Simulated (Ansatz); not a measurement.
Nb₆⁻, relaxed as a doublet with UKS PBE-D4/def2-SVPD in Ansatz, starting from the GFN1-xTB geometry. Force threshold 0.02 eV/Å.

In the def2 sets Nb takes a core potential; there is no spin–orbit coupling. The highest occupied level of the charge -1 doublet lies above zero (up to 0.21 eV). It is a level of β spin, whose loss leaves a triplet; that state wasn't run at this geometry and level. The electron is either unbound and held by the finite basis, or the level is raised by self-interaction error. The relaxation made no stability test and no search for a lower SCF solution. No other spin state of charge -1 was run. The structure comes from a short search, and lower isomers may exist.

Start:

Cartesian coordinates in Å:
```
Nb 0.979 0.282 2.061
Nb -1.277 -1.040 1.641
Nb -0.438 1.188 -0.074
Nb 0.421 -0.121 -2.272
Nb 2.182 0.647 -0.416
Nb -1.868 -0.955 -0.940
```

```tsv
step	energy (eV)	largest force component (eV/Å)	SCF passes
1	-9301.0996	2.170	181
2	-9302.4450	1.740	93
3	-9303.1543	1.447	72
4	-9303.6908	0.848	63
5	-9304.0861	0.857	111
6	-9304.5491	0.612	67
7	-9304.6803	0.908	69
8	-9304.7268	0.371	60
9	-9304.7369	0.369	69
10 (rejected)	-9304.6151	1.040	71
11	-9304.7900	0.265	68
12	-9304.7950	0.108	53
13	-9304.7964	0.026	43
14	-9304.7964	0.036	43
15	-9304.7965	0.013	44
```

Force components are those of the run's own axes.

End:

```csv
atom,x (Å),y (Å),z (Å)
Nb1,0.760,0.654,1.934
Nb2,-0.418,-1.208,0.884
Nb3,-0.720,1.371,0.131
Nb4,0.390,-0.489,-1.830
Nb5,1.914,0.159,-0.225
Nb6,-1.925,-0.487,-0.895
```

Bonds formed: Nb2–Nb4, Nb2–Nb5 (atoms count from 1). The end is the same structure that another start reached, the lowest one found.

No frequencies were taken in this run, so the end may be a saddle point.

Hardware: 4 threads of Arm Neoverse V1 on a shared host. Wall time 3.5 min, peak host memory 0.7 GiB.
